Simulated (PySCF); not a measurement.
Selenium: a sound run and one with changed settings

Sound run: Se [Ar] 3d10 4s2 4p4, Se⁺ [Ar] 3d10 4s2 4p3. Computed with PySCF 2.14 in jorge-DZP-DKH (8s6p2d1f, 43 functions), with the spin-free X2C one-electron Hamiltonian (Gaussian nucleus). The sound run starts from symmetry-adapted Hartree-Fock orbitals and uses a fine grid where one is needed.

A second run was set up differently.

```
species  method  sound run (hartree)  changed run (hartree)  converged
     Se     UHF          -2427.93281            -2427.93281        yes
     Se    BP86          -2430.00087            -2429.89591        yes
     Se  M06-2X          -2429.80296            -2429.76151        yes
    Se⁺     UHF          -2427.62254            -2427.62254        yes
    Se⁺    BP86          -2429.64292            -2429.53713        yes
    Se⁺  M06-2X          -2429.45334            -2429.41677        yes
```

Ionisation energy of Se:

| method | sound run (eV) | changed run (eV) |
| --- | --- | --- |
| UHF | 8.443 | 8.443 |
| BP86 | 9.741 | 9.763 |
| M06-2X | 9.514 | 9.381 |

Problem. What was changed?
A. all electrons correlated in a valence basis
B. a valence shell is frozen
C. radial grid too coarse
D. minimal basis

Solution. C. It used radial step 0.5 in ln r (0.13 in the sound run). A coarse radial grid mis-integrates the density and the exchange-correlation energy, with errors of either sign; Hartree-Fock needs no grid.
